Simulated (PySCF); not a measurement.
C₃H₆FNSi, SMILES F[C@H]1[SiH2]C=NC1.

Coordinates come from a PBE-D3(BJ)/def2-SVP optimisation. The structure was generated by enumeration; whether it is a known compound was not checked. One conformer was computed; it need not be the lowest.

The numbers are results of PBE-D3(BJ)/def2-SVP (PySCF 2.14.0), not measurements.

Frequencies are harmonic and unscaled.

```csv
mode,ν (cm⁻¹),IR (km/mol),moving atoms (share of kinetic energy)
1,99,1.7,"F 32 %, C 31 %, H 24 %"
2,233,3.8,"F 42 %, H 27 %, C 17 %, Si 13 %"
3,298,9.6,"N 37 %, H 29 %, C 17 %, F 11 %"
4,362,3.7,"H 39 %, F 23 %, C 17 %, Si 14 %"
5,497,9.5,"Si 42 %, C 30 %, N 15 %, H 10 %"
6,538,19.3,"H 52 %, Si 22 %, C 13 %, F 9 %"
7,592,1.9,"H 77 %, C 12 %"
8,610,8.8,"H 45 %, C 38 %, Si 9 %"
9,657,54.7,"H 54 %, C 21 %, N 17 %"
10,726,9.3,"C 66 %, H 26 %"
11,797,4.4,"H 45 %, C 34 %, N 10 %, F 9 %"
12,828,30.2,"H 41 %, C 29 %, N 18 %, Si 12 %"
13,875,22.4,"H 59 %, C 35 %"
14,899,49.4,"H 79 %, C 11 %"
15,919,69.3,"H 44 %, C 35 %, N 12 %"
16,974,13.6,"C 56 %, H 36 %"
17,1041,26.8,"C 55 %, H 23 %, F 19 %"
18,1114,9.5,"H 56 %, C 43 %"
19,1197,7.4,"H 86 %, C 9 %"
20,1246,4.7,"H 80 %, C 16 %"
21,1274,9.2,"H 76 %, C 18 %"
22,1287,1.5,"H 74 %, C 23 %"
23,1361,8.4,H 92 %
24,1614,14.0,"N 49 %, C 48 %"
25,2153,87.1,H 97 %
26,2188,77.6,H 96 %
27,2967,11.3,H 94 %
28,3003,22.0,H 92 %
29,3020,5.3,"H 91 %, C 9 %"
30,3040,20.8,"H 92 %, C 8 %"
```
